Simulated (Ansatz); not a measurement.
**Energy profile**

The step: ZnH₂SO ([OH][Zn][SH]) + H₂O → ZnH₂O₂ ([OH][Zn][OH]) + H₂S (still joined by a long Zn–S bond); bonds formed: S2–H4; dative contacts that become bonds: Zn1–O5; bonds broken: H4–O5; bonds weakened to dative contacts: Zn1–S2 (atoms numbered as in the saddle structure below).

Zn1  (-0.486, -0.045, -0.529)
S2  (1.700, 0.614, 0.525)
O3  (-1.054, -0.214, -2.218)
H4  (0.514, 0.337, 1.393)
O5  (-0.818, -0.161, 1.319)
H6  (2.158, -0.646, 0.605)
H7  (-0.389, 0.018, -2.868)
H8  (-1.624, 0.097, 1.772)
(Å)

Electronic energies by CCSD(T) at an estimated basis limit (MP2 extrapolated from triple and quadruple zeta, plus CCSD(T) − MP2 in triple zeta), on PBE0-D4/def2-TZVP structures; ZnH$_{4}$SO$_{2}$, singlet; no counterpoise correction. Ansatz 0.2.0; basis: def2-TZVPP and def2-QZVPP; cores frozen in the correlated methods. The 3s and 3p shells of Cu and Zn are frozen; filled d shells are correlated. Extrapolation: Hartree–Fock as exp(−7.88 √X), correlation as X^−2.97.

Question: Give the profile in kcal/mol, counted from the separated reactants. (An estimate is asked for; the value comes from the calculation.)

Answer: By the calculation:
| point | kcal/mol |
| --- | --- |
| separated: ZnH$_{2}$SO (linked as [OH][Zn][SH]; Zn1, S2, O3, H6, H7; singlet) + H$_{2}$O (H4, O5, H8; singlet) | 0.00 |
| start structure | -14.59 |
| saddle | 12.27 |
| end structure | 6.23 |
| separated: ZnH$_{2}$O$_{2}$ (linked as [OH][Zn][OH]; Zn1, O3, O5, H7, H8; singlet) + H$_{2}$S (S2, H4, H6; singlet) | 14.92 |

The T1 diagnostic stays at or below 0.018.

For scale, one of the runs: CCSD(T)/def2-TZVPP, 224 basis functions, launched by `ansatz run in.yaml --threads 8 --pin off --events-out ev --progress --plain --max-ram 19148MiB`. Time: 73 s of wall clock on 8 CPU threads of an Arm Neoverse V1; the host was shared. Peak host memory: 3.6 GiB.
